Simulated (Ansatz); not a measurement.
Mulliken charges of CH6S2Si, SMILES `CS[SiH2]S` from B3LYP/def2-TZVPP in Ansatz (PBE0-D4/def2-TZVP geometry).

```json
{"atom": "C1", "x (Å)": "-1.171", "y (Å)": "1.130", "z (Å)": "-0.534", "charge (e)": "-0.271"}
{"atom": "S2", "x (Å)": "-0.324", "y (Å)": "0.933", "z (Å)": "1.059", "charge (e)": "-0.204"}
{"atom": "Si3", "x (Å)": "0.502", "y (Å)": "-1.000", "z (Å)": "0.797", "charge (e)": "0.361"}
{"atom": "S4", "x (Å)": "1.797", "y (Å)": "-1.159", "z (Å)": "-0.896", "charge (e)": "-0.266"}
{"atom": "H5", "x (Å)": "-0.475", "y (Å)": "0.983", "z (Å)": "-1.360", "charge (e)": "0.126"}
{"atom": "H6", "x (Å)": "-1.553", "y (Å)": "2.150", "z (Å)": "-0.563", "charge (e)": "0.124"}
{"atom": "H7", "x (Å)": "-2.005", "y (Å)": "0.434", "z (Å)": "-0.621", "charge (e)": "0.126"}
{"atom": "H8", "x (Å)": "-0.538", "y (Å)": "-2.022", "z (Å)": "0.513", "charge (e)": "-0.059"}
{"atom": "H9", "x (Å)": "1.203", "y (Å)": "-1.286", "z (Å)": "2.071", "charge (e)": "-0.051"}
{"atom": "H10", "x (Å)": "2.649", "y (Å)": "-0.214", "z (Å)": "-0.463", "charge (e)": "0.114"}
```

Problem. By hand: the dipole of these point charges (1 e Å = 4.8032 D).

Solution. Σ q r = (-0.146, 0.056, -0.053) e Å, of length 0.165 e Å = 0.79 D.

Problem. How does the dipole of the full density compare? (An estimate is asked.)

Solution. Ansatz gave: (-0.095, 0.105, -0.116) e Å, 0.88 D; the point charges give 0.90 times that, at 31° from its direction.

Point charges leave out the atoms' own dipoles, such as those of lone pairs, and Mulliken's split depends on the basis, so the two needn't agree.

B3LYP here is the variant with VWN-RPA as its local correlation; programs differ in this.
